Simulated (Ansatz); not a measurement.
C$_{3}$ClN$_{3}$Si, SMILES `N#C[Si](Cl)(C#N)C#N`. Charge 0, multiplicity 1.

Cartesian coordinates in Å:
```
N 1.153 -1.363 -2.242
C 0.573 -0.875 -1.377
Si -0.364 -0.108 -0.010
Cl -2.284 -0.677 -0.064
C -0.226 1.706 -0.168
N -0.151 2.850 -0.267
C 0.411 -0.607 1.566
N 0.889 -0.926 2.563
```

**Question.** List the harmonic frequencies (cm⁻¹, unscaled) at PBE0-D4/def2-TZVP in Ansatz. (An estimate is asked.)

**Answer.** Ansatz gave: 86, 86, 106, 138, 138, 257, 333, 333, 402, 402, 409, 472, 678, 694, 694, 2346, 2346, 2346.

**Question.** Is this a minimum?

**Answer.** Yes, all 18 modes are real.

**Question.** Give the ideal-gas thermochemistry at 298.15 K and 1 bar (rigid rotor, harmonic oscillator; point group C3v, symmetry number 3).

**Answer.** Zero-point energy 73.4 kJ/mol; H(298) − E = 99.9 kJ/mol; entropy 391.0 J/(mol·K), of which translation 170.6, rotation 114.8, vibration 105.6; G(298) − E = -16.7 kJ/mol. Modes under 100 cm⁻¹ are hindered rotations or soft bends, so the harmonic entropy is rough.

**Question.** Rotational constants (cm⁻¹)?

**Answer.** 0.04028, 0.04028, 0.03899.
